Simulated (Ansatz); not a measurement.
Consider the formal hydrolysis of a B–C bond: `N#CB(Cl)Cl` + H₂O → `OB(Cl)Cl` + `C#N`.

Calculated with Ansatz (gas phase, PBE0-D4/def2-TZVP geometries, no zero-point term in ΔE). CCSD(T)/CBS is extrapolated from def2-TZVPP and def2-QZVPP, frozen cores. DFT in def2-TZVPP. Each species was taken in one conformer, which may not be the lowest.

```tsv
level	ΔE (kJ/mol)	difference from CCSD(T)/CBS
PBE0-D4	-94.4	4.2
r2SCANh-D4	-99.0	-0.4
PBE0	-95.9	2.7
r2SCANh	-99.6	-1.0
SCS-MP2/def2-TZVPP	-96.3	2.3
CCSD/cc-pV(T+d)Z	-106.8	-8.2
HF/cc-pV(Q+d)Z	-115.0	-16.4
CCSD/cc-pV(Q+d)Z	-103.8	-5.2
HF/CBS(cc)	-114.0	-15.4
MP2/CBS(cc)	-94.4	4.2
CCSD(T)/CBS	-98.6	0
```

Largest T1 diagnostic among the species: 0.014.

From r2SCAN to r2SCAN0 (25 % exact exchange), in def2-TZVPP and without D4, ΔE moves by −3.3 kJ/mol. At CCSD(T), def2-SVP lies −14.0 kJ/mol from the extrapolated value and def2-TZVPP +1.1 kJ/mol. Leaving LDA and LC-ωPBE aside and taking each functional with its dispersion term where it has one, the values, not all of them listed here, spread over 16.8 kJ/mol, from CAM-B3LYP-D4 to revPBE-D4. LDA lies −7.1 kJ/mol from PBE without D4.
